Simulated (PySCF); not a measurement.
Cl$_{2}$Si, charge -1, doublet, at a GFN2-xTB geometry (a state made from the parent by changing its charge; the spin is typed, not shown lowest); PBE0/6-31G in PySCF.

Here is a job for PySCF.
```python
from pyscf import gto, scf, dft

mol = gto.Mole()
mol.atom = '''
    Si    0.001929    0.007227    1.067714
    Cl    1.178613    1.407333   -0.451322
    Cl   -1.180201   -1.413285   -0.427971
'''
mol.basis = '6-31g'
mol.charge = -1
mol.spin = 1
mol.verbose = 4
mol.build()

mf = dft.UKS(mol)
mf.xc = 'pbe0'
mf.grids.atom_grid = (75, 302)
mf.kernel()
```

Q: Predict the main parts of the log of this PySCF run.

A: 
```
PySCF version 2.14.0

[INPUT] verbose = 4
[INPUT] num. atoms = 3
[INPUT] num. electrons = 49
[INPUT] charge = -1
[INPUT] spin (= nelec alpha-beta = 2S) = 1
[INPUT] symmetry False subgroup None
[INPUT] Mole.unit = angstrom
[INPUT] Symbol           X                Y                Z      unit          X                Y                Z       unit  Magmom
[INPUT]  1 Si     0.001929000000   0.007227000000   1.067714000000 AA    0.003645281694   0.013657050702   2.017687039364 Bohr   0.0
[INPUT]  2 Cl     1.178613000000   1.407333000000  -0.451322000000 AA    2.227255776852   2.659473936063  -0.852874973991 Bohr   0.0
[INPUT]  3 Cl    -1.180201000000  -1.413285000000  -0.427971000000 AA   -2.230256661938  -2.670721585956  -0.808747979256 Bohr   0.0

nuclear repulsion = 147.539550720808
number of shells = 21
number of NR pGTOs = 138
number of NR cGTOs = 39
basis = 6-31g
ecp = {}

******** <class 'pyscf.dft.uks.UKS'> ********
method = UKS
initial guess = minao
damping factor = 0
level_shift factor = 0
DIIS = <class 'pyscf.scf.diis.CDIIS'>
diis_start_cycle = 1
diis_space = 8
diis_damp = 0
SCF conv_tol = 1e-09
SCF conv_tol_grad = None
SCF max_cycles = 50
direct_scf = True
direct_scf_tol = 1e-13
number electrons alpha = 25  beta = 24
XC library pyscf.dft.libxc version 7.1.2
    S. Lehtola, C. Steigemann, M. J. T. Oliveira, and M. A. L. Marques,  SoftwareX 7, 1–5 (2018)
XC functionals = pbe0
    C. Adamo and V. Barone,  J. Chem. Phys. 110, 6158 (1999)
    M. Ernzerhof and G. E. Scuseria,  J. Chem. Phys. 110, 5029 (1999)
radial grids:
    Treutler-Ahlrichs [JCP 102, 346 (1995); DOI:10.1063/1.469408] (M4) radial grids

becke partition: Becke, JCP 88, 2547 (1988); DOI:10.1063/1.454033
pruning grids: <function nwchem_prune>
grids dens level: 3
symmetrized grids: False
atomic radii adjust function: <function treutler_atomic_radii_adjust>
User specified grid scheme (75, 302)
small_rho_cutoff = 0
Set gradient conv threshold to 3.16228e-05
tot grids = 41168
init E= -1209.27130843648

cycle= 1 E= -1209.42464834518  delta_E= -0.153  |g|= 0.286  |ddm|= 1.22
cycle= 2 E= -1209.36843799846  delta_E= 0.0562  |g|= 0.404  |ddm|= 1.03
cycle= 3 E= -1209.488821734  delta_E= -0.12  |g|= 0.017  |ddm|= 0.599
cycle= 4 E= -1209.48913415879  delta_E= -0.000312  |g|= 0.00544  |ddm|= 0.0619
cycle= 5 E= -1209.48916979731  delta_E= -3.56e-05  |g|= 0.000531  |ddm|= 0.0138
cycle= 6 E= -1209.48917072916  delta_E= -9.32e-07  |g|= 0.000171  |ddm|= 0.00295
cycle= 7 E= -1209.48917078289  delta_E= -5.37e-08  |g|= 2.53e-05  |ddm|= 0.000671
cycle= 8 E= -1209.48917078448  delta_E= -1.59e-09  |g|= 4.21e-06  |ddm|= 0.000128
cycle= 9 E= -1209.48917078453  delta_E= -4.96e-11  |g|= 1.23e-06  |ddm|= 2.2e-05
Extra cycle  E= -1209.48917078453  delta_E= -5.46e-12  |g|= 9.73e-07  |ddm|= 6.55e-06
converged SCF energy = -1209.48917078453  <S^2> = 0.7522045  2S+1 = 2.0022033
```
